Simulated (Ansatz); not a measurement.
Consider the redistribution: `[F][Al]1[CH2][GaH]1` + `O[CH]1[S][GeH2]1` → `[OH][Al]1[CH2][GaH]1` + `F[CH]1[S][GeH2]1`.

Program: Ansatz. Geometries: PBE0-D4/def2-TZVP. ΔE: electronic, gas phase. CCSD(T)/CBS adds triple-zeta CCSD(T) − MP2 to the extrapolated MP2 energy (def2 sets, frozen cores). Functionals use def2-TZVPP. For Ga, Ge outer-core shells are correlated without core-valence functions, which leaves a few kJ/mol of doubt a bond. Scalar relativity is left out up to krypton. One conformer a species, not always the lowest.

`[F][Al]1[CH2][GaH]1`:

Cartesian coordinates in Å:
```
F 0.683 1.129 2.677
Al 0.064 0.483 1.291
C 0.691 -0.240 -0.380
Ga -1.314 0.016 -0.623
H 0.622 -1.290 0.003
H 1.513 -0.186 -1.094
H -2.259 0.088 -1.874
```

`O[CH]1[S][GeH2]1`:

```xyz
8

O     1.662    0.577    0.066
C     0.626   -0.324    0.289
S    -0.343    0.054    1.782
Ge   -1.208    0.120   -0.241
H     2.063    0.367   -0.784
H     0.930   -1.369    0.244
H    -2.260   -0.944   -0.563
H    -1.470    1.519   -0.793
```

`[OH][Al]1[CH2][GaH]1`:

```xyz
8

O     1.843    1.077    1.431
Al    0.787    0.248    0.400
C    -1.003    0.420   -0.282
Ga   -0.443   -1.487   -0.736
H     2.737    0.797    1.620
H    -1.974    0.839   -0.015
H    -0.681    0.864   -1.256
H    -1.267   -2.758   -1.162
```

`F[CH]1[S][GeH2]1`:

Cartesian coordinates in Å:
```
F -1.977 -0.160 -0.260
C -0.804 0.514 -0.086
S -0.147 0.512 1.611
Ge 0.861 -0.489 -0.074
H -0.872 1.499 -0.539
H 2.168 0.135 -0.559
H 0.771 -2.011 -0.092
```

(1) Is it downhill or uphill in electronic energy at CCSD(T)/CBS, and by how much? (Estimate.)

(2) What do these levels give: r2SCAN-D4, HF/def2-TZVPP, MP2/def2-TZVPP, SCS-MP2/def2-QZVPP, HF/CBS(def2), MP2/CBS(def2)? (Best estimate.)

Largest T1 diagnostic among the species: 0.015.

## Answers

(1) Ansatz gave: Uphill: ΔE = +49.6 kJ/mol.

(2) Ansatz gave: r2SCAN-D4 42.5, HF/def2-TZVPP 44.2, MP2/def2-TZVPP 51.4, SCS-MP2/def2-QZVPP 50.8, HF/CBS(def2) 45.2, MP2/CBS(def2) 53.4 kJ/mol.

In def2-TZVPP, CCSD(T) changes the Hartree–Fock value by +3.5 kJ/mol (the triples alone add −0.1 kJ/mol) and MP2 by +7.3 kJ/mol.
